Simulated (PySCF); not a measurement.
**The electron affinity along the 5d series**

All values are computed (PySCF 2.14, energy differences of UHF-based or UKS calculations, no spin-orbit coupling). Values in eV. The last column holds reference values (measured affinities from photodetachment; the arrow runs from anion to atom). Unmarked ones compare directly (S terms, centres of terms, or small fine structure); those marked * lie between the lowest fine-structure levels and include a spin-orbit shift.

| element | configurations | UHF | MP2 (valence) | CCSD(T) (valence) | LDA | PBE | PBE0 | reference |
| --- | --- | --- | --- | --- | --- | --- | --- | --- |
| Ta (x2c-TZVPPall with one added diffuse shell each of s, p, d, f type, spin-free X2C) | [Xe] 4f14 5d4 6s2 → [Xe] 4f14 5d3 6s2 | -0.426 | -0.218 | 0.239 | 0.895 | 0.670 | 0.436 | 0.329 * |
| W (x2c-TZVPPall with one added diffuse shell each of s, p, d, f type, spin-free X2C) | [Xe] 4f14 5d5 6s2 → [Xe] 4f14 5d4 6s2 | 0.895 | 0.952 | 1.336 | 1.831 | 1.616 | 1.463 | 0.817 * |
| Re (x2c-TZVPPall with one added diffuse shell each of s, p, d, f type, spin-free X2C) | [Xe] 4f14 5d6 6s2 → [Xe] 4f14 5d5 6s2 | -1.878 | -0.429 | -0.045 | 0.371 | 0.191 | -0.165 | 0.060 * |
| Os (x2c-TZVPPall with one added diffuse shell each of s, p, d, f type, spin-free X2C) | [Xe] 4f14 5d7 6s2 → [Xe] 4f14 5d6 6s2 | -0.602 | 0.626 | 0.863 | 1.461 | 1.272 | 0.982 | 1.078 * |
| Ir (x2c-TZVPPall with one added diffuse shell each of s, p, d, f type, spin-free X2C) | [Xe] 4f14 5d8 6s2 → [Xe] 4f14 5d7 6s2 | 0.039 | 1.563 | 1.632 | 2.300 | 2.005 | 1.709 | 1.564 * |
| Pt (x2c-TZVPPall with one added diffuse shell each of s, p, d, f type, spin-free X2C) | [Xe] 4f14 5d9 6s2 → [Xe] 4f14 5d9 6s1 | 0.443 | 1.892 | 1.989 | 2.425 | 2.146 | 1.842 | 2.125 * |
| Au (x2c-TZVPPall with one added diffuse shell each of s, p, d, f type, spin-free X2C) | [Xe] 4f14 5d10 6s2 → [Xe] 4f14 5d10 6s1 | 0.632 | 2.144 | 2.164 | 2.613 | 2.326 | 2.022 | 2.309 |

The highest occupied level of the anion is positive for Ta⁻ at UHF, LDA, PBE, PBE0; W⁻ at UHF, LDA, PBE, PBE0; Re⁻ at LDA, PBE, PBE0; Os⁻ at LDA, PBE, PBE0; Ir⁻ at LDA, PBE, PBE0; Pt⁻ at LDA, PBE, PBE0; Au⁻ at LDA, PBE, so there the basis helps to hold the electron.

"Valence" correlates the outer s and p shells and, in groups 3 to 12 and the f block, the outer d or f shell, open or full, or the next shell where the ion has no valence electron left; the wider scheme adds the next inner shell.
